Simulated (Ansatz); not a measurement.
One change: `[CH3][SnH2]/[CH]=C\F` becomes `[OH][AlH]/[CH]=C/F`.

Ansatz, PBE0-D4/def2-TZVP geometries, multiplicity 1. Each molecule was computed in one conformer, which needn't be the lowest.

Elements past krypton have def2 core potentials.

```csv
property,`[CH3][SnH2]/[CH]=C\F`
HOMO–LUMO gap (B3LYP/def2-TZVPP) / eV,6.87
HOMO–LUMO gap (PBE/def2-TZVPP) / eV,5.21
HOMO–LUMO gap (PBE0/def2-TZVPP) / eV,7.33
HOMO energy (PBE0/def2-TZVPP) / eV,-7.59
size of the dipole moment (B3LYP/def2-TZVPP) / D,1.05
size of the dipole moment (ωB97M-V/def2-TZVPP) / D,1.05
```

Question: Give the same properties after the change, and the shifts. (Estimate.)

Answer: The calculation gave: 
| property | `[OH][AlH]/[CH]=C/F` | shift |
| --- | --- | --- |
| HOMO–LUMO gap (B3LYP/def2-TZVPP) / eV | 6.23 | -0.64 |
| HOMO–LUMO gap (PBE/def2-TZVPP) / eV | 4.67 | -0.54 |
| HOMO–LUMO gap (PBE0/def2-TZVPP) / eV | 6.70 | -0.63 |
| HOMO energy (PBE0/def2-TZVPP) / eV | -7.81 | -0.22 |
| size of the dipole moment (B3LYP/def2-TZVPP) / D | 1.84 | 0.79 |
| size of the dipole moment (ωB97M-V/def2-TZVPP) / D | 1.86 | 0.81 |

With PBE0 the HOMO falls by 0.22 eV and the LUMO falls by 0.87 eV, so the gap narrows by about 0.65 eV. PBE moves the HOMO by -0.22 eV and ωB97M-V by -0.23 eV. Dipoles are sizes alone; their direction can turn.

B3LYP here is the variant with VWN-RPA as its local correlation; programs differ in this.
